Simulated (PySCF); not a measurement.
Successive ionisation energies of tungsten

Calculated with PySCF 2.14, two-component X2C-1e (Gaussian nucleus, no Breit or QED terms), each ion in its own even-tempered basis; GMP2 freezes the deep shells of the larger ions and drops the highest virtual spinors; eV.

```tsv
ion	configuration	GHF (screened spin-orbit)	GMP2 (screened spin-orbit)	NIST	kind
W²⁸⁺	[Kr] 4d10	1127.8	1128.1	1132.2 ± 1.4	semi-empirical
W²⁹⁺	[Kr] 4d9	1174.4	1174.9	1180 ± 1.4	semi-empirical
W³⁰⁺	[Kr] 4d8	1224.7	1225.1	1230.4 ± 1.4	semi-empirical
W³¹⁺	[Kr] 4d7	1278.6	1278.6	1283.4 ± 1.4	semi-empirical
W³²⁺	[Kr] 4d6	1330.4	1330.4	1335.1 ± 1.4	semi-empirical
W³³⁺	[Kr] 4d5	1382.1	1381.9	1386.8 ± 1.4	semi-empirical
W³⁴⁺	[Kr] 4d4	1455.0	1455.6	1459.9 ± 1.5	semi-empirical
W³⁵⁺	[Kr] 4d3	1507.8	1508.4	1512.4 ± 1.5	semi-empirical
W³⁶⁺	[Kr] 4d2	1565.8	1565.8	1569.1 ± 1.5	semi-empirical
W³⁷⁺	[Kr] 4d1	1619.4	1619.5	1621.7 ± 1.5	semi-empirical
W³⁸⁺	[Kr]	1823.2	1824.7	1829.8 ± 1.9	semi-empirical
W³⁹⁺	[Ar] 3d10 4s2 4p5	1876.1	1877.5	1882.9 ± 2	semi-empirical
```
